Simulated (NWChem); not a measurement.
Species: SiH2Br2; SMILES [SiH2](Br)Br

Computed with NWChem. Geometry: optimised at PBE0/def2-SVP.

**Question.** Taking TPSS/pcseg-2 as the yardstick, which of these has the fewest basis functions while keeping “dipole (D)” within 0.1 D of it: TPSS/STO-3G; TPSS/pcseg-1; TPSS/aug-pcseg-1; TPSS/def2-SVP?

**Answer.** TPSS/def2-SVP.
```tsv
level	basis functions	dipole (D)
TPSS/STO-3G	47	1.75
TPSS/pcseg-1	82	1.24
TPSS/def2-SVP	92	1.12
TPSS/aug-pcseg-1	117	1.09
TPSS/pcseg-2	148	1.12
```

The yardstick is one finite set, not the basis-set limit.
